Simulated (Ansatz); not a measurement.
Cost and result for the atomization energy of `BC(F)[SiH3]` (10 atoms, 9 bonds).

```
atom    x (Å)    y (Å)    z (Å)
  B1   1.2022   0.6828   0.5137
  C2  -0.2552   0.3410   0.7701
  F3  -1.1598   1.3955   0.8311
 Si4  -0.6330  -0.7110  -0.8163
  H5   1.9897  -0.2193   0.5489
  H6   1.5380   1.7761   0.1744
  H7  -0.4595  -0.3530   1.5940
  H8  -2.0999  -0.6504  -1.0206
  H9  -0.1809  -2.1046  -0.5859
 H10   0.0585  -0.1570  -2.0093
```

Total charge 0; spin multiplicity 1. The structure was optimised at the PBE0-D4/def2-TZVP level. Program: Ansatz. All runs use 2 threads of an Arm Neoverse V1 on a shared host. Times are those of one run each, without the atoms' runs, and a repeat can differ threefold. Electronic energies, without spin–orbit coupling; frozen cores. CCSD(T)/CBS adds CCSD(T) − MP2 in def2-TZVPP to the MP2 limit, and its time is that of the two runs behind it. T1 = 0.013. B3LYP takes the VWN-RPA correlation (the form of Gaussian; ORCA's B3LYP/G).

CCSD(T)/CBS is a level of theory with its own doubt, some kJ/mol a heavy atom from the limit and from the frozen cores, so smaller differences don't rank the functionals.

```tsv
level	functions	wall time
LDA (SPW92)/def2-TZVPP	219	1.6 s
PBE-D4/def2-TZVPP (with forces)	219	3.2 s
PBE0-D4/def2-TZVPP	219	3.3 s
CCSD(T)/def2-SVP	90	3.7 s
CAM-B3LYP-D4/def2-TZVPP	219	3.8 s
B3LYP-D4/def2-TZVPP (with forces)	219	5.5 s
r2SCAN-D4/def2-TZVPP (with forces)	219	6 s
B2PLYP/def2-TZVPP	219	6.5 s
PBE-QIDH/def2-TZVPP	219	6.5 s
ωB97X-V/def2-TZVPP	219	9.5 s
MP2/def2-QZVPP	421	25 s
CCSD(T)/def2-TZVPP	219	94 s
CCSD(T)/CBS(def2)	–	120 s
```

**Question.** What atomization energy does each give, and how far from CCSD(T)/CBS? (An estimate is asked.)

**Answer.** The calculation gave: 
```json
{"level": "LDA (SPW92)/def2-TZVPP", "atomization (kcal/mol)": "907.3", "difference from CCSD(T)/CBS": "107.3", "per bond": "11.9"}
{"level": "PBE-D4/def2-TZVPP (with forces)", "atomization (kcal/mol)": "810.5", "difference from CCSD(T)/CBS": "10.5", "per bond": "1.2"}
{"level": "PBE0-D4/def2-TZVPP", "atomization (kcal/mol)": "800.8", "difference from CCSD(T)/CBS": "0.8", "per bond": "0.1"}
{"level": "CCSD(T)/def2-SVP", "atomization (kcal/mol)": "758.9", "difference from CCSD(T)/CBS": "-41.1", "per bond": "-4.6"}
{"level": "CAM-B3LYP-D4/def2-TZVPP", "atomization (kcal/mol)": "808.6", "difference from CCSD(T)/CBS": "8.6", "per bond": "1.0"}
{"level": "B3LYP-D4/def2-TZVPP (with forces)", "atomization (kcal/mol)": "804.4", "difference from CCSD(T)/CBS": "4.4", "per bond": "0.5"}
{"level": "r2SCAN-D4/def2-TZVPP (with forces)", "atomization (kcal/mol)": "806.0", "difference from CCSD(T)/CBS": "6.0", "per bond": "0.7"}
{"level": "B2PLYP/def2-TZVPP", "atomization (kcal/mol)": "794.4", "difference from CCSD(T)/CBS": "-5.6", "per bond": "-0.6"}
{"level": "PBE-QIDH/def2-TZVPP", "atomization (kcal/mol)": "795.8", "difference from CCSD(T)/CBS": "-4.2", "per bond": "-0.5"}
{"level": "ωB97X-V/def2-TZVPP", "atomization (kcal/mol)": "806.5", "difference from CCSD(T)/CBS": "6.5", "per bond": "0.7"}
{"level": "MP2/def2-QZVPP", "atomization (kcal/mol)": "799.4", "difference from CCSD(T)/CBS": "-0.6", "per bond": "-0.1"}
{"level": "CCSD(T)/def2-TZVPP", "atomization (kcal/mol)": "781.5", "difference from CCSD(T)/CBS": "-18.5", "per bond": "-2.0"}
{"level": "CCSD(T)/CBS(def2)", "atomization (kcal/mol)": "800.0", "difference from CCSD(T)/CBS": "0.0", "per bond": "0.0"}
```

At CCSD(T), def2-SVP lies −41.1 kcal/mol from the extrapolated value and def2-TZVPP −18.4 kcal/mol: correlation converges slowly with the basis, and small sets miss more of it in the bonded molecule than in its fragments. From r2SCAN to r2SCAN0 (25 % exact exchange), in def2-TZVPP and without D4, the atomization energy moves by −10.0 kcal/mol: exact exchange takes away binding that semilocal exchange gives to molecules. The D4 term adds +6.6 kcal/mol with B3LYP and +3.4 kcal/mol with PBE0; it sums over pairs of atoms, weighted by their polarisabilities, and B3LYP, whose exchange is more repulsive, gets the larger term.
